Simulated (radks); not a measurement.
Effect of the nuclear size on the holmium ion Ho+, [Xe] 4f11 6s1. Method: Dirac Kohn-Sham, LDA (Slater exchange, Perdew-Wang correlation), spin-unpolarised, spherical densities, finite nucleus; open shells fill j = l - 1/2 first; Fermi nuclear charge, rms radius 5.2022 fm; computed with a radial shooting solver on a logarithmic mesh with Libxc functionals. The rms radius is varied about that value; shifts are against it.

| rms radius (fm) | total energy shift (eV) | density at nucleus (e/bohr^3) | 1s1/2 shift (meV) | 2s1/2 shift (meV) | 4p1/2 shift (meV) | 5s1/2 shift (meV) | 5p1/2 shift (meV) | 6s1/2 shift (meV) | 6p1/2 (empty) shift (meV) |
|---|---|---|---|---|---|---|---|---|---|
| 4.2294 | -9.78 | 8.5e+05 | -4020 | -531 | 0.294 | -4.21 | 0.264 | -0.358 | 0.102 |
| 4.7756 | -4.47 | 8.215e+05 | -1830 | -243 | 0.134 | -1.92 | 0.121 | -0.164 | 0.046 |
| 5.2022 | 0 | 8.021e+05 | 0.000 | 0.000 | 0.000 | 0.000 | 0.000 | 0.000 | 0.000 |
| 5.6756 | 5.28 | 7.827e+05 | 2170 | 287 | -0.157 | 2.27 | -0.142 | 0.193 | -0.055 |
| 5.8161 | 6.91 | 7.774e+05 | 2840 | 375 | -0.206 | 2.97 | -0.186 | 0.253 | -0.072 |

Slopes of the eigenvalues against <r^2> in GHz/fm^2, as finite differences over the two radii next to the reference (eigenvalue slopes, not the field-shift constants of lines): 1s1/2 103000, 2s1/2 13600, 4p1/2 -7.49, 5s1/2 108, 5p1/2 -6.76, 6s1/2 9.17, 6p1/2 (empty) -2.60.
